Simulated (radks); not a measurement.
Spherical jellium clusters: N electrons in a uniform positive sphere of charge N and radius rs N^(1/3), rs = 2.2 bohr. Calculated with a radial shooting solver with Libxc functionals: non-relativistic Kohn-Sham, PBE, spin-polarised, spherical densities. Levels are named by radial order and angular momentum (1s, 1p, 1d, 2s, ...), and open shells are averaged over m.

N = 32, configuration 1s2 1p6 1d10 2s2 1f(up 7, down 5). This is the lowest configuration that the search found. Occupied and some empty levels:

| level | occupation | eigenvalue (eV) | <r> (bohr) |
|---|---|---|---|
| 1s up | 1 | -11.768 | 3.883 |
| 1s down | 1 | -11.705 | 3.821 |
| 1p up | 3 | -9.4437 | 4.882 |
| 1p down | 3 | -9.3069 | 4.837 |
| 1d up | 5 | -6.8353 | 5.582 |
| 1d down | 5 | -6.6511 | 5.558 |
| 2s up | 1 | -6.3084 | 4.856 |
| 2s down | 1 | -6.1866 | 4.883 |
| 1f up | 7 | -3.9717 | 6.209 |
| 1f down | 5 | -3.7645 | 6.207 |
| 2p up | 0 | -3.1796 | 5.985 |
| 2p down | 0 | -3.0707 | 6.009 |
| 1g up | 0 | -0.97575 | 7.011 |
| 1g down | 0 | -0.77160 | 7.062 |

Energy (eV): total -20.1986, kinetic 167.50, external -4652.4, Hartree 2265.8, exchange-correlation -194.77, background 2393.7.
